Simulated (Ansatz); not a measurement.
Frontier orbitals of Cl$_{3}$ISi, SMILES `Cl[Si](Cl)(Cl)I`.

Z-matrix (Å, degrees):
```
Si
Cl 1 2.027
Cl 1 2.027 2 108.9
I 1 2.410 2 110.0 3 120.7
Cl 1 2.027 2 108.9 3 -118.6
```

The species carries charge 0 and has multiplicity 1. Correlated methods include outer-core shells of I, which these sets cover unevenly. I takes the def2 core potential. The geometry is a stationary point of PBE0-D4/def2-TZVP. Basis def2-TZVPP, the Gaussian-basis code of Ansatz.

| functional | HOMO (eV) | LUMO (eV) | gap (eV) |
| --- | --- | --- | --- |
| PBE | -7.06 | -2.33 | 4.73 |
| r2SCAN | -7.39 | -2.05 | 5.34 |
| PBE0 | -8.25 | -1.46 | 6.79 |
| B3LYP | -7.97 | -1.69 | 6.28 |
| BHLYP | -9.23 | -0.49 | 8.74 |
| ωB97X-V | -10.52 | 0.68 | 11.20 |
| ωB97M-V | -10.37 | 0.49 | 10.86 |

A quarter of exact exchange (PBE0) shifts PBE's HOMO by −1.18 eV and its LUMO by +0.87 eV; full exchange at long range (ωB97M-V) shifts them by −3.31 and +2.81 eV. The gap opens from 4.74 to 10.86 eV, since occupied levels lose self-interaction and empty ones feel all the electrons. A positive LUMO is unbound and depends on the basis.

B3LYP here is the variant with VWN-RPA as its local correlation; programs differ in this.
